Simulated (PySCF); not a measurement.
## Dipole moment and polarisability of `C[SiH2]c1sccc1Cl`

Species: C5H7ClSSi.
Numbering: `[CH3:1][SiH2:2][c:3]1[s:4][cH:5][cH:6][c:7]1[Cl:8]` (hydrogens: H9, H10, H11 on C1; H12, H13 on Si2; H14 on C5; H15 on C6)

Structure used (GFN2-xTB), in Å, numbered top down from 1:
```
atom  x, y, z in Å
C1    -2.5051    0.1178    0.6020
Si2   -1.3860   -0.8045   -0.6206
C3     0.4102   -0.3905   -0.2352
S4     1.5436   -1.5728    0.3237
C5     2.8181   -0.4222    0.3883
C6     2.4096    0.8128    0.0031
C7     1.0401    0.8144   -0.3480
Cl8    0.2178    2.2244   -0.8877
H9    -2.3286    1.1892    0.5674
H10   -3.5513   -0.0522    0.3669
H11   -2.3371   -0.2122    1.6238
H12   -1.5156   -2.2568   -0.4758
H13   -1.6520   -0.3923   -2.0024
H14    3.7935   -0.7304    0.7070
H15    3.0383    1.6833   -0.0344
```

Level: PBE0/def2-SVPD (PySCF), static field, nuclei fixed, core orbitals frozen in the response. The polarisability tensor in these axes (au):

```
x   133.42  -1.71   7.59
y    -1.71 124.22  -8.88
z     7.59  -8.88  86.49
```

Q: What are the eigenvalues, a third of the trace, and Δα (Δα² = ½Σ(αi − αj)² over the three pairs)?

A: Principal values 83.51, 125.05 and 135.57 au; mean 114.71 au = 17.00 Å³ = 18.91 × 10⁻⁴⁰ C²·m²/J; Δα = 47.68 au (42 % of the mean).

Q: What is the dipole moment, and where does it point?

A: (0.52, -0.38, 0.77) D, 1.00 D in size, pointing from the negative to the positive side. Measured along this direction, the outermost atoms are H13 at the negative end and H14 at the positive end.

Q: What are the principal values of the traceless quadrupole moment, Θ = ½Σq(3rr − r²1), about the centre of nuclear charge?

A: -6.43, -4.35, 10.78 D·Å. The values depend on the origin, since the dipole doesn't vanish. The electronic extent ⟨r²⟩ about the same centre is 1642 bohr², a root-mean-square distance of 2.34 Å for the 84 electrons.

Q: What molar refraction does this α imply?

A: Lorentz–Lorenz: R = (4π/3)N_A α = 2.5225 cm³/(mol·Å³) × 17.00 Å³ = 42.9 cm³/mol, in the limit of long wavelengths.

Q: In a dilute gas of rigid molecules at 350 K, how does the orientational term μ²/3kT compare with the electronic polarisability?

A: In Gaussian units μ²/3kT = 6.96 Å³ against 17.00 Å³, a ratio of 0.41; the Debye molar polarisation (4π/3)N_A(α + μ²/3kT) is 60.4 cm³/mol, leaving out the vibrational part.

Q: What would n − 1 = 2πNα be for an ideal gas of these molecules at 500 K and 1 atm, electronic part alone?

A: N = p/kT = 1.4678 × 10¹⁹ cm⁻³, so n − 1 = 2π × N × 17.00 × 10⁻²⁴ cm³ = 1568 × 10⁻⁶ at long wavelengths, for an ideal gas.

The structure is a single GFN2-xTB conformer in the gas phase; no vibrational or solvent corrections.
